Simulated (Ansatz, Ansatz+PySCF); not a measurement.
```xyz
4

Al    0.0000    0.0000    0.0000
Cl    1.9126    0.0000    0.0000
Cl   -0.9563    1.6564    0.0000
Cl   -0.9563   -1.6564    0.0000
```

Basis set: def2-SVP (spherical functions). Frozen core: 20 orbitals. Charge 0, multiplicity 1.

Computed with Ansatz (development build ahead of 0.2.0); each method stands on the lowest determinant of its kind that the runs found. Restricted open shells among the atoms or ions are ROHF, correlated in semicanonical orbitals with singles.

The atomization energy at this shape (free ground-state atoms in the same class of orbitals less the molecule, no zero-point energy) of singlet AlCl₃:

```
     method  atomization energy
RHF-CCSD(T)            11.35 eV
    RHF-MP2            11.94 eV
    UHF-MP2            11.98 eV
        RHF             9.83 eV
        UHF             9.45 eV
```

What does RHF-CCSD give?

11.21 eV. Caution: the shape is not the minimum.
